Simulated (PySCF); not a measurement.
An unknown shows these calculated signals:

1H NMR (500 MHz, computed): δ 6.80 (m, 1H), 6.38 (d, 1H), 5.98 (m, 1H), 5.73 (m, 1H), 5.50 (m, 1H), 5.49 (br s, 1H), 5.24 (br s, 1H), 2.06 (m, 2H), 0.96 (t, 3H).

13C{1H} NMR (computed): δ 154.3 (C), 147.2 (CH), 145.4 (CH), 133.9 (CH), 124.5 (CH2), 124.1 (CH2), 27.5 (CH2), 16.3 (CH3).

How the numbers were obtained: shielding tensors at PBE0/pcSseg-1 (GIAO), GFN2-xTB structure, in PySCF 2.14 (gas phase, one averaged value for each set of equivalent atoms, one conformer, non-relativistic).

δ = σ(ref) − σ, references computed at the same level: 1H (σref 31.72), 13C (σref 186.93) against TMS.

Q: Which of these does the molecule contain: a ketone, a non-aromatic C=C double bond, an ester, a CH3CH2 unit, a CF3 group, a vinyl group CH=CH2?

A: 
- A ketone: no.
- A non-aromatic C=C double bond: yes.
- An ester: no.
- A CH3CH2 unit: yes (δC 16.3, 27.5; δH 0.96 (t), 2.06 (m)).
- A CF3 group: no.
- A vinyl group CH=CH2: yes (δC 124.5, 147.2; δH 5.73 (m), 5.50 (m), 6.80 (m)).

The data belong to SMILES CC/C=C\C(C=C)=C, C₈H₁₂; they needn't prove each group on their own.

Carbon signals by region: 6 in the sp2 and nitrile region (100–160 ppm), 2 below 50 ppm.

Shifts are as computed. Against solution values, carbons near 30 ppm lie about +3 ppm off and those near 130 ppm about +5 ppm. Of 1211 compounds with measured shifts, 218 miss one by over three times the rms of a fit or turn the order of signals round; such compounds aren't used in these exercises. Multiplicities follow the n + 1 count of equivalent neighbours, as no J values were calculated; m marks all less simple cases, F and P coupling included.
